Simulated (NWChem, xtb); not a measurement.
# GeHSF3 (SMILES [F][Ge]([F])([F])[SH]): methods side by side

GeHSF3 has 6 atoms, charge 0, and is taken as a singlet. SMILES: `[F][Ge]([F])([F])[SH]`. The coordinates come from a PBE0-D4/def2-TZVP relaxation.

```xyz
6

F    -0.7875   -1.0540    1.2611
Ge    0.2465   -0.3909    0.0744
F     1.8436   -0.8080    0.5015
F    -0.1340   -1.2478   -1.3531
S     0.0926    1.7608   -0.1200
H    -1.2191    1.6759   -0.4103
```

Quantity: the dipole moment, in D. The values are calculated.

```
                              level            kind  program  value (D)
                           GFN2-xTB  semi-empirical      xtb       2.80
                           GFN0-xTB  semi-empirical      xtb       2.77
                           GFN1-xTB  semi-empirical      xtb       3.21
                          HF/STO-3G    Hartree–Fock   NWChem       1.26
                           HF/3-21G    Hartree–Fock   NWChem       2.24
    HF/6-31G* (spherical functions)    Hartree–Fock   NWChem       2.56
SVWN5/6-31G** (spherical functions)             LDA   NWChem       2.30
 B3LYP/6-31G* (spherical functions)   global hybrid   NWChem       2.34
 B3LYP/6-31G* (Cartesian functions)   global hybrid   NWChem       2.32
```

All-electron rows without a relativistic Hamiltonian named are non-relativistic. The values span 1.26 to 3.21 D. Magnitudes only. Sets without polarisation functions give poor dipoles. Without the sets that lack polarisation functions the rows with a basis span only 2.30 to 2.56 D.
